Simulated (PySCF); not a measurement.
**A small calculation by hand: dipole moment from atomic charges**

SeF4, SMILES F[Se](F)(F)F. Atoms are numbered in the order given.

```xyz
5

Se     0.0000     0.0000     0.3264
F      1.1538     1.1538    -0.3083
F      1.1538    -1.1538    -0.3083
F     -1.1538    -1.1538    -0.3083
F     -1.1538     1.1538    -0.3083
```
Charge 0, spin multiplicity 1.

Geometry: PBE0-D3(BJ)/def2-SVP. The geometry has at least one imaginary mode, so it is a saddle point at that level. The isomer is the one that the SMILES or the coordinates give; other isomers of the formula were not compared.

Charges (e) from PySCF with r2SCAN/def2-TZVP:

| atom | Mulliken | ESP fit |
|---|---|---|
| Se1 | 1.073 | 0.714 |
| F2 | -0.268 | -0.178 |
| F3 | -0.268 | -0.178 |
| F4 | -0.268 | -0.178 |
| F5 | -0.268 | -0.178 |

The dipole moment of the full density is 2.08 D.

What dipole moment does each set of point charges give, and which comes closer to that of the density?


μ = Σ q r, and 1 e Å = 4.8032 D.
Mulliken: Σ q r = (0.000, 0.000, 0.681) e Å, |μ| = 3.27 D.
ESP fit: Σ q r = (0.000, 0.000, 0.453) e Å, |μ| = 2.17 D.
ESP fit comes closer in size. Point charges leave out the atoms' own dipoles (lone pairs, polarised bonds); fits to the potential absorb them, partitions of the density don't.
